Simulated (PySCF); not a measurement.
Si(F)(Cl)2(vinyl) (C2H3Cl2FSi), SMILES C=C[Si](F)(Cl)Cl. Atoms are numbered in the order given.

```xyz
9

C     -2.7703    -0.2367     0.0000
C     -1.5795    -0.8469     0.0000
Si    -0.0194     0.1215     0.0000
F     -0.3862     1.6931     0.0000
Cl     1.1158    -0.2514     1.6588
Cl     1.1158    -0.2514    -1.6588
H     -2.8562     0.8548     0.0000
H     -3.7082    -0.8020     0.0000
H     -1.5270    -1.9419     0.0000
```
Charge 0, spin multiplicity 1.

Geometry: PBE0-D3(BJ)/def2-SVP. One conformer was computed; it need not be the lowest.

The numbers are results of PySCF with PBE/def2-TZVP, not measurements.

Isolated molecule, no solvent.

Computed frontier levels, gap, dipole moment and polarisability:
```
Item                                                                                                           Result
---------------------------------------------------------------------------------------------  ----------------------
highest occupied level                                                                                       -7.48 eV
lowest empty level                                                                                           -2.23 eV
orbital gap                                                                                                   5.26 eV
dipole moment                                                                                                  2.21 D
quadrupole, principal values (traceless, Buckingham form, about the centre of nuclear charge)  -4.35, -1.89, 6.23 D·Å
mean static polarisability                                                                      71.1 bohr³ (10.54 Å³)
polarisability, principal values                                                               57.3, 67.9, 88.2 bohr³
```
